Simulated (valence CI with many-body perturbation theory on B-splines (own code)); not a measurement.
Values are calculated unless marked as measured or tabulated.
**Sensitivity of CI+MBPT for Zn24+**

Level of theory: configuration interaction combined with many-body perturbation theory (CI+MBPT): four valence electrons over a frozen Dirac-Fock core [He], radial functions for each j: 6 s, 6 p, 5 d, 3 f, 1 g, with the one-electron correlation potential Σ1, the two-electron term Σ2, the three-electron term Σ3, Breit, model QED; selected CI, second order for the rest, scaled by the run's own slope (own B-spline code, finite nucleus).

No measured spectrum was set against this ion. As an estimate, levels of excited configurations hold to 0.05 to 0.15 % of their energy, terms of the ground configuration to about 0.5 %.

The reference run has the lowest level 2s²2p² ³P_0 and an ionisation energy of 2361.44 eV. Its largest variational space holds 11617 state functions.

Names give the largest LS component (configuration and term), which can be under half, so a name can repeat, a term be missing and a line seem to break the LS rules; names also repeat where a configuration has a term twice.

Changed runs:
A. size limit of the variational space 10000 → 1500; second order for the rest on → off; Breit term on → off
B. selection threshold (hartree) 2e-08 → 2e-07
C. size limit of the variational space 10000 → 6000
D. highest l in the core sums 6 → 1 (bad on purpose)

Excitation energies of the reference run in cm⁻¹, and shifts in cm⁻¹:

| Level | Reference | A | B | C | D |
| --- | --- | --- | --- | --- | --- |
| 2s²2p² ³P_1 | 157590 | +8225 | 0 | -1.3 | +41 |
| 2s²2p² ³P_2 | 218093 | +12414 | -0.1 | -0.5 | +68 |
| 2s²2p² ¹D_2 | 429227 | +15516 | -0.1 | -0.2 | +44 |
| 2s²2p² ¹S_0 | 582636 | +8878 | 0 | 0 | -505 |
| 2s2p³ ⁵S°_2 | 703300 | +6383 | -0.1 | -0.6 | +1102 |
| 2s2p³ ³D°_1 | 1026640 | +3594 | 0 | -0.1 | +1142 |
| 2s2p³ ³D°_2 | 1043090 | +6204 | -0.1 | -1.0 | +1144 |
| 2s2p³ ³D°_3 | 1103320 | +13223 | -0.1 | -1.2 | +1230 |
| 2s2p³ ³P°_0 | 1238240 | +3599 | 0 | +0.2 | +764 |
| 2s2p³ ³P°_1 | 1258550 | +7877 | 0 | -0.1 | +882 |
| 2s2p³ ³P°_2 | 1295150 | +11859 | -0.1 | -1.3 | +957 |
| 2s2p³ ³S°_1 | 1429020 | +7015 | 0 | 0 | +1016 |
| Ionisation energy (eV) | 2361.44 | +1.73 | 0 | 0 | -0.13 |
